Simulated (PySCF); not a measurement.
BClH2OS.

```xyz
6

B      0.3719     0.0088     0.0000
Cl    -0.5587     1.5302     0.0000
O      1.7212     0.0208     0.0000
H      2.0992     0.9106     0.0000
S     -0.5489    -1.5498     0.0000
H      0.5517    -2.3379     0.0000
```
Charge 0, spin multiplicity 1.

Geometry optimised at B3LYP-D3(BJ)/def2-SVP. One conformer was computed; it need not be the lowest.

The numbers are results of PySCF with KT2/pcSseg-2, not measurements. Non-relativistic, no solvent.

Computed absolute GIAO shielding of each atom: isotropic value and principal components (ppm):
| atom | σ(iso) | σ11 | σ22 | σ33 | span |
|---|---|---|---|---|---|
| B1 | 59.8 | 33.3 | 65.7 | 80.4 | 47.2 |
| Cl2 | 782.3 | 586.7 | 796.6 | 963.7 | 377.0 |
| O3 | 154.0 | 49.5 | 196.7 | 215.7 | 166.2 |
| H4 | 26.4 | 21.1 | 23.6 | 34.7 | 13.7 |
| S5 | 613.3 | 450.2 | 604.4 | 785.3 | 335.1 |
| H6 | 28.7 | 22.4 | 26.1 | 37.6 | 15.2 |
